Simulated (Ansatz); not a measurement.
The same path of BFH3N + H2S (9 atoms, charge 0, multiplicity 1) was run twice with different band settings. Lost on the way: S7–H9. Made: B1–S7, N2–H9.

Theory: RKS PBE-D4/6-31G* (Ansatz).

Relaxed end points:

```xyz
9
Properties=species:S:1:pos:R:3
B 0.122 -0.568 0.219
N 0.122 -0.257 1.594
H -0.734 -0.214 2.141
H 0.975 -0.217 2.151
F 1.294 -0.720 -0.426
H -0.912 -0.677 -0.391
S -0.879 3.248 1.435
H -1.565 3.073 0.275
H -0.311 2.007 1.348
```

```xyz
9
Properties=species:S:1:pos:R:3
B -0.107 0.527 0.191
N 0.106 0.159 1.822
H -0.769 0.289 2.345
H 0.434 -0.809 1.956
F 1.150 0.292 -0.346
H -1.011 -0.208 -0.166
S -0.574 2.399 0.179
H -1.921 2.227 0.137
H 0.805 0.797 2.229
```

Common settings: movable images 9; climbing image yes; optimiser quadratic models (default); start path through a guess of the saddle point; force threshold 0.03 eV/Å; iteration limit 60; end points relaxed.

| run | spring |
| --- | --- |
| 1 | 5.0 eV/Å² |
| 2 | 2.0 to 10.0 eV/Å², energy-weighted |

Question: What does each run give, and how far can it be trusted?

Answer: Run 1: converged after 14 iterations, highest image 0.798 eV above the first end. A vibrational analysis at the climbing image gives one clearly imaginary mode, 1022i cm⁻¹: a first-order saddle point.
Run 2: converged after 13 iterations, highest image 0.798 eV above the first end. Another band between the same ends (9 images) ends at a top of the same energy, where a vibrational analysis finds 1 clearly imaginary mode.
The orbitals stay closed-shell, which can raise the energy where a bond breaks towards radicals; this wasn't checked here.
